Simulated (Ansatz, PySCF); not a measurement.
Complex: N2 (SMILES N#N) (first 2 atoms) with GeH4 (SMILES [GeH4]); geometry from B3LYP-D3(BJ)/def2-TZVP.
(charge 0, multiplicity 1):
```csv
atom,x (Å),y (Å),z (Å)
N,-0.2136,-0.0766,-1.1125
N,-0.5000,0.3781,-0.1633
Ge,0.1417,-0.0591,3.3546
H,0.5198,-0.3805,4.8089
H,-0.5392,-1.2822,2.7233
H,1.4116,0.2837,2.5621
H,-0.8204,1.1366,3.3268
```

Counterpoise-corrected where a basis set is named; no monomer relaxation. Rows marked so take none.

Frozen-core correlation. Filled d and f shells under p-block atoms count as core. Rows in 6-31G* carry no dispersion term and start afresh at each structure (6-31G* with six Cartesian d functions); the Pople sets are all-electron and without relativity.

Programs: Ansatz (Gaussian orbitals); PySCF for 6-31G* rows. Each number belongs to the level named beside it.

Question: Give the interaction energy at the level B3LYP/6-31G* (no counterpoise).

Answer: -0.3 kcal/mol

Ansatz is a quantum-chemistry and plane-wave program.
